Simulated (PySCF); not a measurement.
Species: C₆H₁₂Si.
Cartesian coordinates in Å at the PBE0-D3(BJ)/def2-SVP level; atoms count from 1:
```
atom  x, y, z in Å
C1     3.5193    0.0424   -0.0708
C2     2.4260    0.5781   -0.0556
Si3    0.7409    1.3162   -0.0243
C4    -0.5699   -0.0570    0.0999
C5    -1.9508    0.6041    0.1273
C6    -0.4489   -0.9778   -1.1168
C7    -0.3411   -0.8539    1.3864
H8     4.4892   -0.4225   -0.0856
H9     0.6495    2.2356    1.1511
H10    0.5490    2.1111   -1.2760
H11   -2.1448    1.1914   -0.7849
H12   -2.0684    1.2761    0.9930
H13   -2.7407   -0.1644    0.1979
H14   -1.2032   -1.7826   -1.0621
H15   -0.6136   -0.4342   -2.0610
H16    0.5433   -1.4531   -1.1698
H17    0.6532   -1.3276    1.3999
H18   -1.0954   -1.6553    1.4778
H19   -0.4243   -0.2187    2.2830
```

Level of theory: TDDFT CAM-B3LYP/def2-SVPD, vertical, gas phase, core orbitals frozen in the response in PySCF 2.14.0, density-fitted response routines.

Question: What does the calculation give for the low-lying excited states?

Answer: 

| state | E (eV) | E (hartree) | f | \|μ\| (D) | symmetry | main configurations (H = HOMO, L = LUMO) |
| --- | --- | --- | --- | --- | --- | --- |
| S1 | 5.98 | 0.2197 | 0.0000 | 0.00 | – | H-1→L (42%), H→L+1 (21%), H-2→L+1 (16%) |
| S2 | 6.23 | 0.2291 | 0.0054 | 0.48 | A′ | H-1→L+1 (43%), H→L (26%), H-2→L (14%) |
| S3 | 6.24 | 0.2293 | 0.0016 | 0.26 | – | H→L+1 (36%), H-1→L (27%), H-2→L+1 (23%) |
| S4 | 7.44 | 0.2736 | 0.087 | 1.76 | A′ | H→L (64%), H-2→L (17%), H→L+2 (9%) |
| S5 | 7.72 | 0.2838 | 0.010 | 0.59 | A″ | H-2→L+1 (54%), H→L+1 (40%) |
| S6 | 7.76 | 0.2853 | 0.104 | 1.88 | A′ | H→L+2 (70%), H-2→L (9%) |
| S7 | 7.93 | 0.2914 | 0.010 | 0.58 | A″ | H-1→L+2 (60%), H-1→L+3 (23%), H-1→L (10%) |
| S8 | 8.06 | 0.2962 | 0.096 | 1.77 | A′ | H→L+3 (60%), H→L+5 (11%) |
| S9 | 8.31 | 0.3056 | 0.213 | 2.60 | A′ | H→L+5 (34%), H-2→L+2 (30%), H→L+4 (11%) |
| S10 | 8.55 | 0.3142 | 0.011 | 0.59 | A″ | H-5→L (30%), H-1→L+3 (15%), H-1→L (10%) |

Triplets, Tamm–Dancoff:

```
state  E (eV)  λ (nm)  main configurations (H = HOMO, L = LUMO)
   T1    4.91   252.5     H-1→L+1 (40%), H→L (18%), H-2→L (17%)
   T2    5.38   230.5     H-1→L+1 (47%), H→L (17%), H-2→L (14%)
   T3    5.38   230.5   H-1→L (35%), H→L+1 (21%), H-2→L+1 (20%)
   T4    6.01   206.2   H-1→L (31%), H→L+1 (30%), H-2→L+1 (22%)
```

The lowest singlet comes at 207 nm (577 kJ/mol) in the ultraviolet; it is dark (f under 0.0005); its leading configuration is HOMO-1→LUMO (42%). The strongest level in the table is S9 at 8.31 eV (149 nm, f = 0.213). S2/S3 lie within about 0.01 eV of each other. Löwdin shares by element: HOMO carbon 54% or more, silicon 15% (atoms not listed hold the other 31%); LUMO carbon 40% or more, silicon 20%, hydrogen 5% or more (atoms not listed hold the other 35%). Of the 10 states listed, 7 reach f = 0.01 and 1 stays under 0.0005. The listed states span 2.57 eV, and the widest gap between neighbours is 1.21 eV (S3 to S4). Weighted by f, the mean energy of these states is 7.98 eV. The vertical ionisation energy (ΔSCF) is 9.68 eV, 1.13 eV above S10. Symmetry labels in Cs follow from the direction of the transition dipole and are given only for states with f of 0.002 or more. Singlets were solved by full linear response, triplets in the Tamm–Dancoff approximation.

On one thread, Arm Neoverse V1 (aarch64), no GPU, shared host, this took 4.8 min of wall time and 1.3 GiB of memory at its peak.
